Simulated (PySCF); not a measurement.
Radial density of Be (beryllium, neutral)

M06-2X, [He] 2s2, closed-shell 1S. Computed with PySCF 2.14 in aug-cc-pVQZ, with no relativity, point nucleus.

| r (bohr) | 4πr²ρ (e/bohr) |
| --- | --- |
| 0.00630 | 0.01677 |
| 0.0106 | 0.04577 |
| 0.0178 | 0.1223 |
| 0.0300 | 0.3140 |
| 0.0504 | 0.7559 |
| 0.0848 | 1.631 |
| 0.143 | 2.939 |
| 0.240 | 3.946 |
| 0.404 | 3.277 |
| 0.679 | 1.287 |
| 1.14 | 0.5144 |
| 1.92 | 0.8122 |
| 3.23 | 0.4611 |
| 5.43 | 0.05475 |
| 9.14 | 0.0006582 |
